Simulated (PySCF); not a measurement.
CH₂F, SMILES [CH2]F (connectivity only; charge and spin as stated), charge +1, multiplicity 1. Coordinates come from a B3LYP-D3(BJ)/def2-TZVPD optimisation. The multiplicity is an assumed one; other spin states were not compared. The isomer is the one that the SMILES or the coordinates give; other isomers of the formula were not compared.

TDA-ωB97X/def2-TZVPD (PySCF) puts the lowest singlet excitations at 5.48, 10.49, 10.60, 11.58, 13.10, 13.88 eV and the lowest triplet (TDA) at 4.77 eV.

**Question.** What are the lowest singlet roots from EOM-CCSD/aug-cc-pVDZ (PySCF)? (The exact figures need the calculation; the answer reports its results.)

**Answer.** 5.58, 10.80, 10.84, 10.86, 13.17, 13.98 eV; triplets 5.05, 8.45, 9.63 eV. S1 differs by 0.10 eV (second minus first; roots are paired by order, and the bases may differ).
